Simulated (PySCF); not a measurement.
The vertical singlet excitations below were computed for one of the candidates. Computed with TDDFT PBE0/def2-SVPD, vertical, gas phase, core orbitals frozen in the response in PySCF. Geometries: GFN2-xTB, one conformer each.

```
state  E (eV)       f  main configurations (H = HOMO, L = LUMO)
   S1    2.10  0.0001                                 H→L (99%)
   S2    4.32  0.0000                               H-2→L (89%)
   S3    4.86  0.0019                               H-1→L (98%)
   S4    5.94  0.0020                   H→L+1 (88%), H-2→L (8%)
   S5    6.30  0.0009                   H-3→L (85%), H-4→L (9%)
   S6    6.72  0.0040      H-5→L (58%), H-4→L (31%), H-3→L (9%)
   S7    7.10  0.0066                               H→L+2 (91%)
   S8    7.35   0.036                  H-6→L (76%), H-7→L (10%)
```

Orbital energies (eV): HOMO-3 -11.37, HOMO-2 -10.11, HOMO-1 -9.74, HOMO -7.68, LUMO -3.63, LUMO+1 -0.03, LUMO+2 0.54.

Question: Which structure fits?
A. `C/C=C(\F)C(=O)F`
B. `C/C=C(/[SiH3])C(=O)F`
C. `O=C1CO[C@H](F)C1=O`

Answer: C. Its S1, at 2.10 eV, is the lowest among the candidates; the nearest of the others has S1 at 4.76 eV. S1 is HOMO→LUMO (99%). Löwdin shares by element: HOMO oxygen 52% or more, carbon 22% or more (atoms not listed hold the other 26%); LUMO carbon 43% or more, oxygen 43% or more. At the same level the other candidates give, for their lowest levels:
- `C/C=C(/[SiH3])C(=O)F`: 4.76 eV (f 0.000); 5.72 eV (f 0.236); 6.26 eV (f 0.002); 6.80 eV (f 0.000); 7.13 eV (f 0.027); T1 3.53 eV; HOMO -8.35, LUMO -2.12 eV
- `C/C=C(\F)C(=O)F`: 5.30 eV (f 0.000); 5.84 eV (f 0.436); 7.37 eV (f 0.004); 7.48 eV (f 0.001); 7.88 eV (f 0.000); T1 3.51 eV; HOMO -8.36, LUMO -2.14 eV
Triplets come from the Tamm–Dancoff approximation.
